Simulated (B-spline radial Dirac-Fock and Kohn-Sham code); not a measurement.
**Satellites and hypersatellites of the K lines of Pt⁵⁰⁺**

System: Pt⁵⁰⁺ in the configuration [Ar] 3d10.

Method: Dirac-Fock (average of configuration) total-energy differences with a finite nucleus, the Breit interaction including its frequency dependence, and self-energy and vacuum-polarisation corrections. Computed with an atomic code on a B-spline grid. Each two-hole energy is an average over J within one jj subconfiguration, not an observable level; in light atoms, where LS coupling holds, the j-resolved values are not observed lines, and for a K spectator the Kα1 hypersatellite is nearly forbidden. The model has no electron correlation.

Lines without a spectator: Kα2 (K-L2) 65174.3 eV, Kα1 (K-L3) 66893.5 eV, Kβ3 (K-M2) 75575.9 eV, Kβ1 (K-M3) 75977.5 eV. Shifts in eV with one spectator hole (a dash: not computed, or left out as unreliable):

| spectator hole | Kα2 | Kα1 | Kβ3 | Kβ1 |
| --- | --- | --- | --- | --- |
| K (1s) | +1065.7 | +1156.8 | +1388.0 | +1410.6 |
| L2 (2p1/2) | +141.1 | +192.6 | – | +363.2 |
| L3 (2p3/2) | +101.5 | +113.8 | +265.4 | – |
| M2 (3p1/2) | – | +34.3 | +67.9 | +80.0 |
| M3 (3p3/2) | +18.33 | – | +57.4 | +59.3 |
| M4 (3d3/2) | +7.53 | +4.39 | – | – |
| M5 (3d5/2) | +1.46 | +6.55 | – | – |
